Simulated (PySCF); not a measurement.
C₄H₅, charge -1, singlet, geometry from GFN2-xTB (in this run its highest filled SCF level lies above zero, so its values depend strongly on the basis, on diffuse functions most of all); B3LYP/6-31G* run with PySCF.

Input for PySCF:
```python
from pyscf import gto, scf, dft

mol = gto.M(
    atom='''
C    -0.003359   -0.713136    0.730145
C     0.058079    0.679917    0.791595
C    -0.058679   -0.807129   -0.661348
C     0.003381    0.717752   -0.734871
H    -0.006971   -1.479675    1.514966
H    -0.487048    1.361164    1.458534
H     0.486429   -1.492445   -1.324122
H     0.893770    1.137841   -1.231763
H    -0.882716    1.208692   -1.170736
''',
    basis='6-31g*',
    charge=-1,
    spin=0,
    verbose=4,
)

mf = dft.RKS(mol)
mf.xc = 'b3lyp'
mf.kernel()
mo_i, mo_e, stable_i, stable_e = mf.stability(internal=True, external=True, return_status=True, nroots=6, tol=1e-6)
print('internally stable:', stable_i, ' externally stable:', stable_e)
if not stable_e:
    umf = mf.to_uhf() if not hasattr(mf, 'xc') else mf.to_uks()
    umf.scf_summary = {}
    umf.kernel(umf.make_rdm1(mo_e, umf.mo_occ))
```

Output, abridged:

```
PySCF version 2.14.0

[INPUT] verbose = 4
[INPUT] num. atoms = 9
[INPUT] num. electrons = 30
[INPUT] charge = -1
[INPUT] spin (= nelec alpha-beta = 2S) = 0
[INPUT] symmetry False subgroup None
[INPUT] Mole.unit = angstrom
[INPUT] Symbol           X                Y                Z      unit          X                Y                Z       unit  Magmom
[INPUT]  1 C     -0.003359000000  -0.713136000000   0.730145000000 AA   -0.006347590052  -1.347631729568   1.379774081221 Bohr   0.0
[INPUT]  2 C      0.058079000000   0.679917000000   0.791595000000 AA    0.109753403589   1.284856917436   1.495897751575 Bohr   0.0
[INPUT]  3 C     -0.058679000000  -0.807129000000  -0.661348000000 AA   -0.110887239263  -1.525252757194  -1.249766593029 Bohr   0.0
[INPUT]  4 C      0.003381000000   0.717752000000  -0.734871000000 AA    0.006389164027   1.356354705359  -1.388704926885 Bohr   0.0
[INPUT]  5 H     -0.006971000000  -1.479675000000   1.514966000000 AA   -0.013173280814  -2.796180503366   2.862870828028 Bohr   0.0
[INPUT]  6 H     -0.487048000000   1.361164000000   1.458534000000 AA   -0.920387329517   2.572227170617   2.756229803366 Bohr   0.0
[INPUT]  7 H      0.486429000000  -1.492445000000  -1.324122000000 AA    0.919217589046  -2.820312305977  -2.502227935511 Bohr   0.0
[INPUT]  8 H      0.893770000000   1.137841000000  -1.231763000000 AA    1.688980518353   2.150207863301  -2.327694720373 Bohr   0.0
[INPUT]  9 H     -0.882716000000   1.208692000000  -1.170736000000 AA   -1.668091485772   2.284096848953  -2.212370404169 Bohr   0.0

nuclear repulsion = 106.247389090489
number of shells = 34
number of NR pGTOs = 128
number of NR cGTOs = 66
basis = 6-31g*
ecp = {}

******** <class 'pyscf.dft.rks.RKS'> ********
method = RKS
initial guess = minao
damping factor = 0
level_shift factor = 0
DIIS = <class 'pyscf.scf.diis.CDIIS'>
diis_start_cycle = 1
diis_space = 8
diis_damp = 0
SCF conv_tol = 1e-09
SCF conv_tol_grad = None
SCF max_cycles = 50
direct_scf = True
direct_scf_tol = 1e-13
XC library pyscf.dft.libxc version 7.1.2
    S. Lehtola, C. Steigemann, M. J. T. Oliveira, and M. A. L. Marques,  SoftwareX 7, 1–5 (2018)
XC functionals = b3lyp
    P. J. Stephens, F. J. Devlin, C. F. Chabalowski, and M. J. Frisch,  J. Phys. Chem. 98, 11623 (1994)
radial grids:
    Treutler-Ahlrichs [JCP 102, 346 (1995); DOI:10.1063/1.469408] (M4) radial grids

becke partition: Becke, JCP 88, 2547 (1988); DOI:10.1063/1.454033
pruning grids: <function nwchem_prune>
grids dens level: 3
symmetrized grids: False
atomic radii adjust function: <function treutler_atomic_radii_adjust>
small_rho_cutoff = 0
Set gradient conv threshold to 3.16228e-05
Initial guess from minao.
tot grids = 105512
init E= -155.761243078428
cycle= 1 E= -155.159322935939  delta_E= 0.602  |g|= 0.653  |ddm|= 2.92
cycle= 2 E= -155.067381684974  delta_E= 0.0919  |g|= 0.894  |ddm|= 4.13
cycle= 3 E= -155.288961438079  delta_E= -0.222  |g|= 0.0359  |ddm|= 2.72
cycle= 4 E= -155.289147463352  delta_E= -0.000186  |g|= 0.0222  |ddm|= 0.0653
cycle= 5 E= -155.289260984438  delta_E= -0.000114  |g|= 0.00713  |ddm|= 0.0261
cycle= 6 E= -155.289273313591  delta_E= -1.23e-05  |g|= 0.00155  |ddm|= 0.00779
cycle= 7 E= -155.289273916321  delta_E= -6.03e-07  |g|= 0.00023  |ddm|= 0.0015
cycle= 8 E= -155.289273930191  delta_E= -1.39e-08  |g|= 1.66e-05  |ddm|= 0.00039
cycle= 9 E= -155.289273930278  delta_E= -8.65e-11  |g|= 4.09e-06  |ddm|= 4.12e-05
Extra cycle  E= -155.289273930274  delta_E= 3.47e-12  |g|= 5.77e-06  |ddm|= 1.73e-05
converged SCF energy = -155.289273930274
rhf_internal: lowest eigs of H = [0.74526737 0.76138696 0.84097688 0.96247587 0.9675063  1.06888628]
<class 'pyscf.dft.rks.RKS'> wavefunction is stable in the internal stability analysis
rhf_real2complex: lowest eigs of H = [0.13054379 0.18409078 0.20530455 0.2072422  0.22756687 0.23683711]
<class 'pyscf.dft.rks.RKS'> wavefunction is stable in the real -> complex stability analysis
rhf_external: lowest eigs of H = [0.05988318 0.15744857 0.17712769 0.18486966 0.19666589 0.20990716]
<class 'pyscf.dft.rks.RKS'> wavefunction is stable in the RHF/RKS -> UHF/UKS stability analysis
internally stable: True  externally stable: True
```
